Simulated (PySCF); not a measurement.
Cs(I) anion (CsI), SMILES [Cs][I] (connectivity only; charge and spin as stated), charge -1, multiplicity 2. Atoms are numbered in the order given.

```xyz
2

Cs     0.0000     0.0000    -1.7750
I      0.0000     0.0000     1.8420
```
Charge -1, spin multiplicity 2.

Geometry: B3LYP-D3(BJ)/def2-TZVPD. The multiplicity is an assumed one; other spin states were not compared. The def2 effective core potentials stand for the cores of Cs, I; spin–orbit coupling is left out.

All values below come from B3LYP-D3(BJ)/def2-TZVPD (PySCF).

Frequencies are harmonic and unscaled.

```csv
mode,ν (cm⁻¹),IR (km/mol),moving atoms (share of kinetic energy)
1,77,13.8,"I 51 %, Cs 49 %"
```
